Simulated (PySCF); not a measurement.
Zr(OH)3(SH) (H₄O₃SZr), SMILES [OH][Zr]([OH])([OH])[SH], multiplicity 1. The structure is a stationary point at B3LYP-D3(BJ)/def2-SVP. The multiplicity is an assumed one; no other spin state was optimised. The structure was generated by enumeration; whether it is a known compound was not checked. The def2 effective core potentials stand for the cores of Zr; spin–orbit coupling is left out. The values are those of a single conformer.

All values below come from B3LYP-D3(BJ)/def2-SVP run with PySCF.

Harmonic wavenumbers (cm⁻¹): 93, 120, 133, 157, 180, 183, 190, 273, 280, 310, 329, 344, 392, 498, 722, 724, 732, 2648, 3965, 3974, 3978. Rotational constants (GHz): 2.720, 1.687, 1.652; symmetry number 1.

Task: Work out the zero-point energy and the ideal-gas rigid-rotor harmonic-oscillator thermochemistry at 298.15 K and 1 atm.

Result: ZPE = ½ Σ hcν = ½ × 20226 cm⁻¹ = 28.91 kcal/mol. H − E(el) = 35.94 kcal/mol. Entropy in cal/(mol K): translation 41.39, rotation 28.14, vibration 28.44, total 97.97. G − E(el) = 6.73 kcal/mol. Cp = 34.61 cal/(mol K). Modes under 150 cm⁻¹ make the vibrational entropy uncertain.
